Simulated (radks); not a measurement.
Spherical quantum dot in the effective-mass picture: electrons in a parabolic well V = omega^2 r^2 / 2 with omega = 0.0867, with a point charge +2 (a donor) at the centre, all in effective atomic units (hartree* = m*/eps^2 hartree, bohr* = eps/m* bohr), one dielectric constant everywhere. Method: non-relativistic Kohn-Sham, exchange-only LDA, spin-polarised, spherical densities; computed with a radial shooting solver with Libxc functionals. Levels are named by radial order and angular momentum (1s, 1p, 1d, 2s, ...), and open shells are averaged over m. Results are scaled to m* = 0.189 and eps = 13.4, for which hartree* = 28.64 meV and bohr* = 3.752 nm. Each electron was tried in the lowest free levels, single moves between levels near the top were tried too, and the lowest total energy was kept; such a search can miss a lower state. At N = 1 the Hartree and exchange-correlation terms need not cancel, so that row can carry a self-interaction error.

\begin{tabular}{lrrrrrr}
N & open shells & 2S & mu = E(N) - E(N-1) (meV) & addition energy mu(N+1) - mu(N) (meV) & e(HOMO) (meV) & rms radius (nm) \\ \hline
1 & 1s(up 1, down 0) & 1 & -54.694 & 31.66 & -42.251 & 3.360 \\
2 & none & 0 & -23.034 & 28.28 & -14.522 & 4.277 \\
3 & 2s(up 1, down 0) & 1 & 5.2501 & 4.936 & 7.1761 & 11.68 \\
4 & 1p(up 1, down 0) 2s(up 1, down 0) & 2 & 10.186 & 3.841 & 12.152 & 15.25 \\
5 & 1p(up 2, down 0) 2s(up 1, down 0) & 3 & 14.026 & 3.573 & 15.855 & 17.90 \\
6 & 1p(up 3, down 0) 2s(up 1, down 0) & 4 & 17.599 & 4.621 & 19.305 & 20.09 \\
7 & 1p(up 3, down 0) & 3 & 22.221 & 3.177 & 23.366 & 22.07 \\
8 & 1p(up 3, down 1) & 2 & 25.398 & 2.665 & 26.725 & 23.85 \\
9 & 1p(up 3, down 2) & 1 & 28.063 & 2.656 & 29.398 & 25.40 \\
10 & none & 0 & 30.720 & 3.620 & 32.033 & 26.79 \\
11 & 1d(up 1, down 0) & 1 & 34.340 & 2.427 & 35.558 & 28.20 \\
12 & 1d(up 2, down 0) & 2 & 36.766 & 2.390 & 37.968 & 29.46 \\
13 & 1d(up 3, down 0) & 3 & 39.156 & 2.326 & 40.338 & 30.62 \\
14 & 1p(up 3, down 2) 1d(up 5, down 0) & 6 & 41.482 & 2.348 & 42.724 & 31.74 \\
15 & 1d(up 5, down 0) & 5 & 43.831 & 3.124 & 44.946 & 32.69 \\
16 & 1d(up 5, down 1) & 4 & 46.954 & 2.106 & 48.007 & 33.65 \\
17 & 1d(up 5, down 2) & 3 & 49.060 & 2.098 & 50.112 & 34.56 \\
18 & 1d(up 5, down 3) & 2 & 51.158 & 2.080 & 52.202 & 35.41 \\
19 & 1d(up 5, down 4) & 1 & 53.238 & 2.057 & 54.271 & 36.23 \\
20 & none & 0 & 55.295 & 2.826 & 56.316 & 37.00 \\
21 & 1f(up 1, down 0) & 1 & 58.122 & 1.934 & 59.091 & 37.79 \\
22 & 1f(up 2, down 0) & 2 & 60.056 & 1.920 & 61.018 & 38.55 \\
23 & 1f(up 3, down 0) & 3 & 61.976 & 1.905 & 62.931 & 39.28 \\
24 & 1f(up 4, down 0) & 4 & 63.881 & 1.889 & 64.828 & 39.97 \\
25 & 1f(up 5, down 0) & 5 & 65.770 & 1.784 & 66.709 & 40.64 \\
26 & 1d(up 5, down 4) 1f(up 7, down 0) & 8 & 67.554 & 2.030 & 68.672 & 41.30 \\
27 & 1f(up 7, down 0) & 7 & 69.584 & 2.086 & 70.495 & 41.91 \\
28 & 1f(up 7, down 0) 3s(up 1, down 0) & 8 & 71.670 & 1.987 & 72.391 & 42.48 \\
29 & 1f(up 7, down 0) & 7 & 73.657 & 2.128 & 74.533 & 43.07 \\
30 & 1f(up 7, down 1) & 6 & 75.785 & 1.738 & 76.656 & 43.65 \\
31 & 1f(up 7, down 2) & 5 & 77.523 & 1.728 & 78.389 & 44.20 \\
32 & 1f(up 7, down 3) & 4 & 79.252 & 1.717 & 80.112 & 44.75 \\
33 & 1f(up 7, down 4) & 3 & 80.969 & - & 81.823 & 45.28 \\
\end{tabular}

All shells are closed at N = 2, 10, 20 (there: 1s2 1p6 1d10 2s2); the second difference of the energy has clear peaks (12 % above both neighbours; the first and last values, which can be the largest, are not judged, and half-filled shells can peak too) at N = 6, 10, 15, 20.
